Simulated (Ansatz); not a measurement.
Steps of a relaxation of `C[O][Al]([F])[O]C` with RKS PBE0-D4/def2-TZVP.

```sh
$ ansatz run in.yaml --threads 4 --pin off --events-out ev --progress --plain --max-ram 10444MiB
```

```yaml
crystal:
  periodic: [false, false, false]
  atoms:
    - {symbol: C, position_ang: [-1.262241, -1.613750, 0.581438]}
    - {symbol: O, position_ang: [-1.292409, -0.298674, 1.059657]}
    - {symbol: Al, position_ang: [-0.486191, 1.178393, 0.852396]}
    - {symbol: F, position_ang: [-1.021669, 2.456850, 1.776442]}
    - {symbol: O, position_ang: [0.805046, 1.492578, -0.201464]}
    - {symbol: C, position_ang: [1.601118, 0.822682, -1.138588]}
    - {symbol: H, position_ang: [-1.007219, -2.324812, 1.400104]}
    - {symbol: H, position_ang: [-0.523761, -1.774563, -0.239372]}
    - {symbol: H, position_ang: [-2.262025, -1.909428, 0.190007]}
    - {symbol: H, position_ang: [2.662331, 0.788396, -0.801420]}
    - {symbol: H, position_ang: [1.584653, 1.355912, -2.116133]}
    - {symbol: H, position_ang: [1.279266, -0.228684, -1.328868]}
basis:
  gaussian: {orbitals: def2-TZVP}
hamiltonian: {xc: pbe0, dispersion: d4}
relax: {f_tol: 0.005, max_steps: 150}
```

Positions (Å) and forces (eV/Å) along the path, 11 of 13 steps:

```xyz
12
step=1 energy=-15575.4521 eV
C    -1.262   -1.614    0.581    0.010   -0.499   -0.172
O    -1.292   -0.299    1.060    0.348    0.366   -0.181
Al   -0.486    1.178    0.852   -0.023    0.040    0.022
F    -1.022    2.457    1.776    0.266   -0.633   -0.455
O     0.805    1.493   -0.201   -0.383   -0.272    0.255
C     1.601    0.823   -1.139    0.304   -0.246   -0.345
H    -1.007   -2.325    1.400   -0.120    0.444   -0.382
H    -0.524   -1.775   -0.239   -0.364    0.173    0.436
H    -2.262   -1.909    0.190    0.503    0.241    0.216
H     2.662    0.788   -0.801   -0.589    0.051   -0.104
H     1.585    1.356   -2.116   -0.056   -0.230    0.551
H     1.279   -0.229   -1.329    0.103    0.564    0.160
12
step=2 energy=-15575.5128 eV
C    -1.246   -1.603    0.571    0.006   -0.213   -0.080
O    -1.283   -0.295    1.052    0.204    0.357   -0.057
Al   -0.484    1.171    0.846   -0.031    0.081    0.062
F    -1.013    2.440    1.766    0.150   -0.363   -0.265
O     0.798    1.482   -0.199   -0.314   -0.094    0.252
C     1.587    0.807   -1.131    0.126   -0.106   -0.151
H    -0.991   -2.301    1.383   -0.040    0.127   -0.126
H    -0.511   -1.746   -0.238   -0.116    0.044    0.136
H    -2.234   -1.890    0.181    0.159    0.060    0.065
H     2.633    0.774   -0.792   -0.178    0.012   -0.044
H     1.564    1.335   -2.096   -0.006   -0.080    0.164
H     1.257   -0.230   -1.307    0.040    0.174    0.044
12
step=3 energy=-15575.5259 eV
C    -1.232   -1.592    0.562   -0.008   -0.031   -0.001
O    -1.274   -0.286    1.048    0.021    0.009   -0.006
Al   -0.480    1.169    0.849   -0.048    0.087    0.038
F    -1.010    2.429    1.755    0.018   -0.033   -0.017
O     0.789    1.474   -0.192   -0.011   -0.023    0.013
C     1.573    0.795   -1.124    0.024    0.000   -0.020
H    -0.980   -2.287    1.369    0.003   -0.009    0.010
H    -0.497   -1.726   -0.240    0.010    0.006   -0.008
H    -2.214   -1.875    0.169   -0.012   -0.001   -0.006
H     2.615    0.763   -0.788    0.013    0.000    0.004
H     1.546    1.317   -2.085   -0.003    0.006   -0.011
H     1.241   -0.236   -1.291   -0.009   -0.011    0.003
12
step=4 energy=-15575.5261 eV
C    -1.231   -1.592    0.562   -0.007   -0.013   -0.006
O    -1.274   -0.285    1.047    0.009   -0.002   -0.013
Al   -0.486    1.172    0.844    0.002    0.030    0.041
F    -1.006    2.428    1.760   -0.006    0.001   -0.007
O     0.787    1.474   -0.192   -0.007   -0.020   -0.004
C     1.573    0.794   -1.123    0.007    0.001   -0.014
H    -0.978   -2.286    1.369    0.000    0.001    0.003
H    -0.496   -1.724   -0.241    0.003    0.001   -0.001
H    -2.213   -1.877    0.169   -0.002   -0.001   -0.001
H     2.614    0.761   -0.786    0.001    0.002    0.003
H     1.548    1.316   -2.085    0.000    0.001   -0.003
H     1.239   -0.237   -1.290   -0.001   -0.002    0.002
12
step=5 energy=-15575.5262 eV
C    -1.231   -1.592    0.561   -0.001   -0.003   -0.001
O    -1.274   -0.285    1.047    0.010   -0.006   -0.010
Al   -0.484    1.172    0.848   -0.002    0.013    0.010
F    -1.008    2.429    1.760   -0.004    0.007    0.003
O     0.787    1.473   -0.191   -0.001   -0.019   -0.003
C     1.573    0.793   -1.123    0.002    0.002   -0.003
H    -0.980   -2.286    1.369   -0.001    0.002   -0.001
H    -0.493   -1.723   -0.240   -0.001    0.000    0.002
H    -2.212   -1.875    0.166    0.002    0.001    0.001
H     2.614    0.762   -0.787   -0.003    0.001   -0.001
H     1.545    1.315   -2.086   -0.001   -0.001    0.002
H     1.239   -0.238   -1.289    0.001    0.002    0.001
12
step=6 energy=-15575.5263 eV
C    -1.234   -1.594    0.563    0.002    0.002    0.000
O    -1.272   -0.286    1.048    0.000    0.000    0.001
Al   -0.484    1.171    0.850    0.004   -0.011   -0.007
F    -1.008    2.430    1.759   -0.003    0.008    0.006
O     0.788    1.466   -0.190    0.000    0.001    0.000
C     1.576    0.796   -1.126   -0.001   -0.001    0.002
H    -0.991   -2.289    1.373    0.001   -0.001    0.002
H    -0.494   -1.730   -0.234    0.001    0.001    0.000
H    -2.215   -1.872    0.164   -0.003    0.000   -0.002
H     2.619    0.773   -0.793    0.002    0.000    0.001
H     1.541    1.319   -2.087   -0.002    0.001   -0.003
H     1.251   -0.238   -1.292   -0.001   -0.001    0.001
12
step=7 energy=-15575.5263 eV
C    -1.234   -1.593    0.562    0.000    0.000    0.000
O    -1.272   -0.286    1.049    0.000    0.000    0.000
Al   -0.484    1.171    0.851    0.000    0.000    0.000
F    -1.007    2.430    1.760    0.000    0.001    0.001
O     0.788    1.466   -0.189    0.000    0.000    0.000
C     1.575    0.795   -1.126    0.000    0.000    0.000
H    -0.995   -2.290    1.372    0.000    0.000    0.000
H    -0.489   -1.728   -0.231    0.001    0.000    0.000
H    -2.212   -1.870    0.157    0.000    0.000   -0.001
H     2.619    0.776   -0.797    0.000    0.000    0.000
H     1.534    1.315   -2.088   -0.001    0.000    0.000
H     1.252   -0.241   -1.287    0.000    0.000    0.000
12
step=9 energy=-15575.5264 eV
C    -1.232   -1.590    0.560   -0.003   -0.006   -0.002
O    -1.273   -0.286    1.054    0.001   -0.001   -0.001
Al   -0.482    1.171    0.856   -0.004    0.005    0.004
F    -1.002    2.430    1.766    0.002   -0.005   -0.003
O     0.790    1.462   -0.185    0.001    0.002   -0.001
C     1.572    0.792   -1.126    0.004   -0.001   -0.005
H    -1.017   -2.293    1.372   -0.002    0.004   -0.005
H    -0.469   -1.727   -0.216   -0.004    0.000    0.005
H    -2.203   -1.858    0.130    0.009    0.002    0.004
H     2.621    0.794   -0.812   -0.007    0.000   -0.003
H     1.509    1.300   -2.094    0.001   -0.005    0.008
H     1.263   -0.250   -1.270    0.002    0.005    0.000
12
step=10 energy=-15575.5264 eV
C    -1.233   -1.590    0.560   -0.002   -0.005    0.003
O    -1.273   -0.286    1.054    0.002    0.001   -0.002
Al   -0.480    1.170    0.857   -0.002   -0.005   -0.002
F    -0.998    2.428    1.770    0.000    0.002    0.002
O     0.791    1.461   -0.184    0.002    0.003    0.000
C     1.572    0.793   -1.127    0.002   -0.004   -0.002
H    -1.033   -2.294    1.374    0.002    0.001   -0.001
H    -0.462   -1.731   -0.207   -0.001    0.001    0.002
H    -2.200   -1.853    0.118    0.000    0.003   -0.001
H     2.623    0.807   -0.821   -0.002    0.000    0.001
H     1.498    1.294   -2.098   -0.002    0.000    0.001
H     1.273   -0.253   -1.263    0.001    0.002    0.000
12
step=12 energy=-15575.5264 eV
C    -1.234   -1.590    0.560    0.001    0.001    0.000
O    -1.272   -0.287    1.055    0.004    0.001    0.002
Al   -0.478    1.169    0.859   -0.008   -0.001   -0.007
F    -0.997    2.427    1.772    0.002    0.000    0.003
O     0.791    1.461   -0.184    0.001    0.002    0.003
C     1.572    0.794   -1.128    0.001   -0.001    0.001
H    -1.042   -2.296    1.374   -0.002    0.000    0.000
H    -0.458   -1.734   -0.201    0.000   -0.001   -0.001
H    -2.198   -1.849    0.110    0.000   -0.001    0.001
H     2.624    0.814   -0.826    0.000    0.000   -0.002
H     1.491    1.290   -2.100    0.000    0.000    0.000
H     1.278   -0.255   -1.258    0.000    0.000    0.000
12
step=13 energy=-15575.5264 eV
C    -1.235   -1.591    0.559    0.000    0.002   -0.001
O    -1.271   -0.287    1.055    0.002    0.001    0.000
Al   -0.478    1.169    0.859   -0.001   -0.002    0.001
F    -0.994    2.426    1.775    0.000    0.000    0.000
O     0.792    1.461   -0.184    0.000    0.002    0.000
C     1.572    0.794   -1.128   -0.001    0.000    0.000
H    -1.051   -2.297    1.375   -0.002    0.000   -0.001
H    -0.453   -1.736   -0.196   -0.001    0.000    0.000
H    -2.197   -1.845    0.103    0.002   -0.001    0.001
H     2.625    0.822   -0.831    0.000    0.000   -0.002
H     1.483    1.286   -2.102    0.001   -0.001    0.001
H     1.283   -0.257   -1.252    0.000    0.001    0.000
```

Run time 19 s (4 threads of an AMD EPYC 9R45 on a shared host); peak host memory 0.65 GiB.
